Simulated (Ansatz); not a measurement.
`N[SiH2][SiH2]N`, 12 atoms. Total charge 0; spin multiplicity 1. All runs use 4 threads of a server CPU on a shared host. Correlated methods freeze the cores.

Give the basis size and wall time and peak host memory of each of these runs in Ansatz. RHF-MP2/def2-QZVPP energy; direct RPA on PBE orbitals/def2-TZVPP energy; RKS PBE0-D4/def2-QZVPP energy; RHF-CCSD(T)/def2-TZVPP energy; RKS ωB97M-V/def2-QZVPP energy; RHF-CCSD(T)/def2-SVP energy; RKS HSE06-D4/def2-TZVPP energy; RKS PBE0-D4/def2-TZVP relaxation (9 steps); RKS SPW92/def2-TZVPP energy; RKS PBE0-D4/def2-SVP energy; RKS CAM-B3LYP-D4/def2-TZVPP energy; RKS revPBE-D4/def2-TZVPP energy. (Best estimate.)

Computed: Other jobs shared the machine, so times are rough.

```csv
level,job,functions,wall time,peak host memory (GiB)
RKS PBE0-D4/def2-SVP,energy,104,0.95 s,0.23
RKS SPW92/def2-TZVPP,energy,258,1.8 s,0.33
RKS revPBE-D4/def2-TZVPP,energy,258,2 s,0.34
RKS HSE06-D4/def2-TZVPP,energy,258,3.3 s,0.66
RHF-CCSD(T)/def2-SVP,energy,104,3.5 s,0.43
RKS CAM-B3LYP-D4/def2-TZVPP,energy,258,3.6 s,0.71
direct RPA on PBE orbitals/def2-TZVPP,energy,258,6 s,0.65
RKS PBE0-D4/def2-QZVPP,energy,494,9 s,1.8
RKS ωB97M-V/def2-QZVPP,energy,494,20 s,2.2
RHF-MP2/def2-QZVPP,energy,494,22 s,3
RKS PBE0-D4/def2-TZVP,relaxation (9 steps),184,26 s,0.45
RHF-CCSD(T)/def2-TZVPP,energy,258,120 s,5.6
```

HSE06 is defined as in plane-wave codes.
